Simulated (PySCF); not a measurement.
An element was calculated at UHF (PySCF 2.14, spin-free X2C, a triple-zeta basis, no spin-orbit coupling), in the ground configurations that NIST lists.

* first ionisation energy: 7.771 eV
* second ionisation energy: 18.435 eV
* third ionisation energy: 27.071 eV

Question: Which element is it?

Answer: Tellurium (Te, Z = 52), in ANO-RCC-VTZP. NIST lists 9.010, 18.6 ± 0.4, 27.84 ± 0.04 eV for these ionisation energies.
